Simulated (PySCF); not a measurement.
C₂H₆BFO₂, SMILES COB(O)CF.

Geometry optimised at PBE-D3(BJ)/def2-SVP. This is a generated structure with no PubChem entry under its InChIKey; it may be hypothetical. One conformer was computed; it need not be the lowest.

Two levels are set side by side: TDA-PBE/def2-SVPD (PySCF) and TDA-LC-ωPBE/def2-SVPD (PySCF). Vertical, same geometry. The lowest singlet is HOMO→LUMO 100 % with PBE and HOMO→LUMO 80 % with the other functional; states are paired by order. Differences are taken from unrounded values.

```tsv
quantity	TDA-LC-ωPBE	TDA-PBE	TDA-PBE minus TDA-LC-ωPBE
lowest singlet excitation (eV)	8.60	6.72	-1.89
lowest triplet excitation (TDA) (eV)	7.96	6.65	-1.31
first bright state (f over 0.05) (eV)	9.50	8.01	-1.49
its oscillator strength	0.23	0.07	-0.16
```

A lower first singlet is the usual sign of a functional without exact exchange. Differences between two approximate levels are no errors against the true value.

Rough cost on one machine, each run with all the roots and properties that it gave: TDA-LC-ωPBE against TDA-PBE about 3 times.
